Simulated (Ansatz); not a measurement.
Geometry optimisation, RHF/def2-SVP (Ansatz 0.2.0).

input.yaml

```yaml
crystal:
  periodic: [false, false, false]
  atoms:
    - { symbol: B, position_ang: [-0.63, 1.4865, -1.1145] }
    - { symbol: O, position_ang: [0.6628, 1.1277, -0.7123] }
    - { symbol: B, position_ang: [0.5721, -0.3176, -0.5321] }
    - { symbol: Si, position_ang: [0.364, -1.0522, 1.247] }
    - { symbol: H, position_ang: [-0.9516, 1.5783, -2.2925] }
    - { symbol: H, position_ang: [-1.4739, 1.88, -0.3185] }
    - { symbol: H, position_ang: [0.8647, -1.0442, -1.4169] }
    - { symbol: H, position_ang: [0.3732, -2.5137, 1.173] }
    - { symbol: H, position_ang: [-1.028, -0.6155, 1.7719] }
    - { symbol: H, position_ang: [1.3299, -0.5805, 2.1978] }
basis:
  gaussian: { orbitals: def2-SVP }
hamiltonian:
  xc: hf
relax:
  f_tol: 0.015
  max_steps: 40
```

Launched with:

```bash
$ ansatz run input.yaml --threads 1 --pin off --max-ram 2048MiB --backend cpu --events-out ev --progress --plain --runs-dir out
```

Q: Where does it end, and by what steps?

A: The forces met the threshold. After 13 steps the energy has fallen by 1.417 eV; H6 moved furthest, 1.21 Å.

```tsv
step	energy less start (eV)	largest force component (eV/Å)	accepted
0	0.0000	2.971	yes
1	-0.4459	1.705	yes
2	-0.7431	0.960	yes
3	-0.8721	0.716	yes
4	-1.0110	0.890	yes
5	-1.1395	0.679	yes
6	-1.2438	0.584	yes
7	-1.3531	0.338	yes
8	-1.3766	0.548	yes
9	-1.3903	0.442	yes
10	-1.4163	0.105	yes
11	-1.4167	0.086	yes
12	-1.4171	0.034	yes
13	-1.4172	0.010	yes
```

```xyz
10
Properties=species:S:1:pos:R:3
B -0.708 1.745 -1.371
O -0.451 0.905 -0.334
B 0.209 -0.285 -0.347
Si 0.450 -1.301 1.424
H -0.343 1.463 -2.480
H -1.300 2.759 -1.138
H 0.649 -0.686 -1.396
H 0.743 -2.740 1.196
H -0.762 -1.197 2.277
H 1.596 -0.715 2.172
```

Whether the end is a true minimum wasn't checked by a vibrational analysis.

Time of the run: 24 s on 1 thread of Intel(R) Xeon(R) Processor @ 2.70GHz (shared host), peak memory 0.16 GiB.
